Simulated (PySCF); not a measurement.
CH₈FNOSi₂, SMILES FC[SiH2]N[SiH2]O.

Geometry optimised at B3LYP-D3(BJ)/def2-SVP. The structure was generated by enumeration, and PubChem lists no compound with its InChIKey, so it may never have been made. Other conformers were not sampled.

Method: TDDFT-PBE/def2-SVPD (PySCF).

Vertical excitations. Gas-phase values at a fixed geometry.

```json
[
 {"state": "S1", "energy (eV)": "5.61", "λ (nm)": "221", "f": "0.025", "main pairs": "HOMO→LUMO 99 %"},
 {"state": "S2", "energy (eV)": "6.02", "λ (nm)": "206", "f": "0.011", "main pairs": "HOMO→LUMO+1 98 %"},
 {"state": "S3", "energy (eV)": "6.35", "λ (nm)": "195", "f": "0.059", "main pairs": "HOMO→LUMO+2 99 %"},
 {"state": "S4", "energy (eV)": "6.58", "λ (nm)": "188", "f": "0.008", "main pairs": "HOMO→LUMO+3 95 %"},
 {"state": "S5", "energy (eV)": "6.62", "λ (nm)": "187", "f": "0.019", "main pairs": "HOMO−1→LUMO 85 %"},
 {"state": "S6", "energy (eV)": "6.65", "λ (nm)": "186", "f": "0.005", "main pairs": "HOMO−2→LUMO 86 %"},
 {"state": "S7", "energy (eV)": "6.98", "λ (nm)": "178", "f": "0.004", "main pairs": "HOMO−1→LUMO+1 49 %, HOMO→LUMO+4 49 %"},
 {"state": "S8", "energy (eV)": "7.03", "λ (nm)": "176", "f": "0.010", "main pairs": "HOMO→LUMO+4 42 %, HOMO−1→LUMO+1 41 %, HOMO−2→LUMO+1 7 %"},
 {"state": "S9", "energy (eV)": "7.05", "λ (nm)": "176", "f": "0.018", "main pairs": "HOMO−2→LUMO+1 85 %"},
 {"state": "S10", "energy (eV)": "7.15", "λ (nm)": "173", "f": "0.046", "main pairs": "HOMO→LUMO+5 83 %"},
 {"state": "T1", "energy (eV)": "5.36", "λ (nm)": "231", "f": "0", "main pairs": "HOMO→LUMO 99 %"},
 {"state": "T2", "energy (eV)": "5.72", "λ (nm)": "217", "f": "0", "main pairs": "HOMO→LUMO+1 99 %"},
 {"state": "T3", "energy (eV)": "6.22", "λ (nm)": "199", "f": "0", "main pairs": "HOMO→LUMO+2 96 %"},
 {"state": "T4", "energy (eV)": "6.36", "λ (nm)": "195", "f": "0", "main pairs": "HOMO−1→LUMO 49 %, HOMO→LUMO+3 35 %"}
]
```
Triplets are in the Tamm–Dancoff approximation, which puts them higher than full response would, so one can lie above its singlet here.
